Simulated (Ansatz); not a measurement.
Geometry optimisation, RKS B3LYP/def2-SVP in Ansatz 0.2.0.

Input file:

```yaml
crystal:
  periodic: [false, false, false]
  atoms:
    - { symbol: B, position_ang: [-0.8444, 0.779, 0.1135] }
    - { symbol: C, position_ang: [0.4331, -0.0652, 0.0609] }
    - { symbol: "N", position_ang: [0.2187, -1.3374, 0.7355] }
    - { symbol: Se, position_ang: [1.0178, -0.3776, -1.7942] }
    - { symbol: H, position_ang: [-1.8898, 0.4113, -0.3993] }
    - { symbol: H, position_ang: [-0.8806, 1.904, 0.6128] }
    - { symbol: H, position_ang: [1.2853, 0.5025, 0.5578] }
    - { symbol: H, position_ang: [0.054, -1.1377, 1.7455] }
    - { symbol: H, position_ang: [-0.5496, -1.8354, 0.3627] }
    - { symbol: H, position_ang: [1.2387, 1.1053, -1.9921] }
basis:
  gaussian: { orbitals: def2-SVP }
hamiltonian:
  xc: b3lyp
relax:
  f_tol: 0.015
  max_steps: 40
```

Run as:

```bash
$ ansatz run input.yaml --threads 2 --pin off --max-ram 3072MiB --backend cpu --events-out ev --progress --plain --runs-dir out
```

Where does it end, and by what steps?

The forces met the threshold. After 16 steps the energy has fallen by 1.345 eV; H8 moved furthest, 1.03 Å. Joined: B1–Se4 (2.91 → 2.14 Å).

```
step  energy less start (eV)  largest force component (eV/Å)  accepted
   0                  0.0000                           1.694       yes
   1                 -0.1454                           0.744       yes
   2                 -0.2196                           0.340       yes
   3                 -0.2933                           0.503       yes
   4                 -0.3580                           0.870       yes
   5                 -0.4821                           1.189       yes
   6                 -0.6492                           0.795       yes
   7                 -0.8542                           0.866       yes
   8                 -0.9821                           2.106       yes
   9                 -1.1324                           1.578       yes
  10                 -1.2127                           2.028       yes
  11                 -1.2775                           2.245       yes
  12                 -1.3032                           0.800       yes
  13                 -1.3430                           0.066       yes
  14                 -1.3442                           0.022       yes
  15                 -1.3445                           0.020       yes
  16                 -1.3446                           0.006       yes
```

```xyz
10
Properties=species:S:1:pos:R:3
B -0.733 0.756 -0.316
C 0.263 -0.062 0.572
N 0.026 -1.270 1.056
Se 0.487 0.241 -1.998
H -1.809 0.207 -0.473
H -0.735 1.956 -0.157
H 1.255 0.329 0.833
H 0.747 -1.849 1.476
H -0.874 -1.708 0.881
H 1.455 1.349 -1.869
```

Time of the run: 46 s on 2 threads of Intel(R) Xeon(R) CPU @ 2.80GHz (Skylake/Cascade Lake), with other jobs on the host, peak memory 0.26 GiB.
